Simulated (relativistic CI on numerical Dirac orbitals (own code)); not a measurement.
Hyperfine structure of Cd²⁰⁺, mass number 111

Method of calculation: Dirac-Coulomb-Breit CI, orbitals from a KLI potential per configuration, QED by a radiative potential, unscaled Slater integrals (own radial code, finite nucleus).

Configuration list (outside the closed core [Ne] 3s2): 3p⁶3d¹⁰, 3p⁶3d⁹4s, 3p⁶3d⁹4p, 3p⁶3d⁹4d, 3p⁶3d⁹4f, 3p⁶3d⁸4s², 3p⁵3d¹⁰4s, 3p⁶3d⁸4s4p, 3p⁶3d⁹5s, 3p⁵3d¹⁰4p, 3p⁶3d⁸4p², 3p⁶3d⁹5p, 3p⁶3d⁸4s4d, 3p⁶3d⁹5d, 3p⁶3d⁸4p4d, 3p⁵3d¹⁰4d. Levels of other configurations are missing.

Nuclear spin I = 1/2, μ = -0.594 μN (tables of Stone and Pyykkö). The electronic factors are computed for point nuclear moments, without core polarisation or the Bohr-Weisskopf and QED corrections.

| Level | E (eV) | A (MHz) |
| --- | --- | --- |
| 3p⁶3d⁹4s ³D3 | 378.694 | -47790 |
| 3p⁶3d⁹4s ³D2 | 379.581 | 29800 |
| 3p⁶3d⁹4s ³D1 | 385.822 | 36300 |
| 3p⁶3d⁹4s ¹D2 | 386.551 | -74930 |
| 3p⁶3d⁹4p ³P°2 | 419.525 | 2649 |
| 3p⁶3d⁹4p ³F°3 | 420.506 | -19030 |
| 3p⁶3d⁹4p ³F°2 | 426.951 | -31860 |
| 3p⁶3d⁹4p ³P°1 | 427.807 | -5246 |

Levels with J = 0, under 50 % of one LS term, or S terms without an open s electron are left out. Small factors come from cancelling terms and can be off by tens of per cent or more.

At this charge energies of transitions that change n are usually good to better than 1 %, and those within a shell (Δn = 0) to a few per cent.

Question: Give the hyperfine levels of 3p⁶3d⁹4s ³D3 relative to its centre of gravity.

Answer: With K = F(F + 1) − I(I + 1) − J(J + 1), E = AK/2: F = 5/2: 95580, F = 7/2: -71690 MHz.

LS names give the leading component of a level, which can be under half, so a name can repeat, a term be missing and a line seem to break the LS rules.
